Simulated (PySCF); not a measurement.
# J couplings in C$_{5}$H$_{6}$F$_{2}$O

Geometry:
```json
{"atom": "C1", "x (Å)": "-1.694", "y (Å)": "0.335", "z (Å)": "0.687"}
{"atom": "C2", "x (Å)": "-0.332", "y (Å)": "0.571", "z (Å)": "0.097"}
{"atom": "C3", "x (Å)": "0.026", "y (Å)": "0.061", "z (Å)": "-1.264"}
{"atom": "C4", "x (Å)": "0.605", "y (Å)": "-0.606", "z (Å)": "-0.049"}
{"atom": "F5", "x (Å)": "0.129", "y (Å)": "-1.825", "z (Å)": "0.277"}
{"atom": "C6", "x (Å)": "2.040", "y (Å)": "-0.467", "z (Å)": "0.286"}
{"atom": "O7", "x (Å)": "2.748", "y (Å)": "-1.265", "z (Å)": "0.791"}
{"atom": "F8", "x (Å)": "2.489", "y (Å)": "0.751", "z (Å)": "-0.066"}
{"atom": "H9", "x (Å)": "-2.098", "y (Å)": "-0.639", "z (Å)": "0.379"}
{"atom": "H10", "x (Å)": "-2.394", "y (Å)": "1.119", "z (Å)": "0.358"}
{"atom": "H11", "x (Å)": "-1.656", "y (Å)": "0.352", "z (Å)": "1.786"}
{"atom": "H12", "x (Å)": "0.162", "y (Å)": "1.501", "z (Å)": "0.395"}
{"atom": "H13", "x (Å)": "0.692", "y (Å)": "0.646", "z (Å)": "-1.902"}
{"atom": "H14", "x (Å)": "-0.721", "y (Å)": "-0.545", "z (Å)": "-1.783"}
```

Indirect spin–spin couplings were computed at B3LYP/pcJ-1 (spin–dipole term only in couplings to heteroatoms) (PySCF 2.14.0 with density-fitted response routines) on a PBE0-D3(BJ)/def2-SVP structure, for the isolated molecule, without vibrational or relativistic corrections. Couplings are averaged over pairs made equivalent by symmetry, fast rotation or ring inversion, so a value needn't be that of the named pair in this geometry, while other rotamers aren't included; one pair stands for each set, and the list holds a selection of those of at least 1.5 Hz over up to four bonds, among pairs with at least one C or F or H atom (others weren't computed). One-bond C–F couplings come out tens of Hz too large with common functionals.

Isotopes: 13C, 19F, 1H, 17O. Couplings to quadrupolar nuclei such as 17O and 33S are rarely resolved in practice.

| pair | bonds | J (Hz) |
| --- | --- | --- |
| C1, C2 | 1 | ? |
| C1, H9 | 1 | 135.5 |
| C2, C3 | 1 | 16.2 |
| C2, C4 | 1 | 14.1 |
| C2, H12 | 1 | 170.1 |
| C3, C4 | 1 | 15.4 |
| C3, H13 | 1 | ? |
| C3, H14 | 1 | ? |
| C4, F5 | 1 | -289.3 |
| C4, C6 | 1 | ? |
| C6, O7 | 1 | 25.4 |
| C6, F8 | 1 | -410.1 |
| C2, F5 | 2 | ? |
| C2, H9 | 2 | -4.6 |
| C2, H13 | 2 | -2.1 |
| F5, C6 | 2 | 27.0 |
| H9, H10 | 2 | -14.6 |
| H13, H14 | 2 | ? |
| C1, F5 | 3 | 7.4 |
| C1, H13 | 3 | 4.5 |
| C3, H9 | 3 | 5.0 |
| F5, F8 | 3 | -41.1 |
| C6, H12 | 3 | ? |
| H9, H12 | 3 | ? |
| H12, H14 | 3 | 9.4 |
| F5, H9 | 4 | 2.4 |

Estimate the withheld couplings, with signs.

Answers


- 1J(C1,C2) = 46.0 Hz (bond length 1.503 Å)
- 1J(C3,H13) = 176.5 Hz (bond length 1.092 Å, sp3 carbon)
- 1J(C3,H14) = 170.4 Hz (bond length 1.094 Å, sp3 carbon)
- 1J(C4,C6) = 105.4 Hz (bond length 1.480 Å)
- 2J(C2,F5) = 8.4 Hz (angle at C4 118°)
- 2J(H13,H14) = -6.7 Hz (angle at C3 116°)
- 3J(C6,H12) = 4.0 Hz (dihedral angle 4°)
- 3J(H9,H12) = 7.2 Hz (mean over equivalent pairs that range from 3.2 to 14.8 Hz in this conformer)
